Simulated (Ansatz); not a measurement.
`N=C=C[O][AlH2]`. Total charge 0; spin multiplicity 1. The structure was optimised at the PBE0-D4/def2-TZVP level. It is one conformer, not always the lowest.

```xyz
9

N     1.872   -1.129    0.992
C     0.759   -0.617    1.025
C    -0.356    0.068    1.135
O    -0.857    0.887    0.176
Al   -0.798    0.936   -1.523
H     1.890   -2.077    0.611
H    -0.934   -0.011    2.049
H    -0.096   -0.252   -2.293
H    -1.482    2.196   -2.173
```

(1) What is the dipole moment at r2SCAN/def2-TZVPP? (An estimate is asked.)

(2) And with PBE, B3LYP, ωB97M-V? (Best estimate.)

(3) Give the Mulliken charges with r2SCAN, B3LYP, ωB97M-V in def2-TZVPP. (Best estimate.)

## Answers

(1) Ansatz gave: 1.65 D, with components (-0.89, -1.17, -0.74) D in this frame, pointing from negative to positive charge.

(2) The calculation gave: PBE 1.60 D, B3LYP 1.70 D, ωB97M-V 1.74 D.

(3) The calculation gave: 
```csv
atom,r2SCAN,B3LYP,ωB97M-V
N1,-0.26,-0.20,-0.21
C2,0.07,0.04,0.06
C3,0.01,-0.03,-0.02
O4,-0.36,-0.33,-0.33
Al5,0.55,0.50,0.45
H6,0.19,0.18,0.16
H7,0.10,0.11,0.11
H8,-0.16,-0.14,-0.11
H9,-0.14,-0.13,-0.10
```

B3LYP here is the variant with VWN-RPA as its local correlation; programs differ in this.
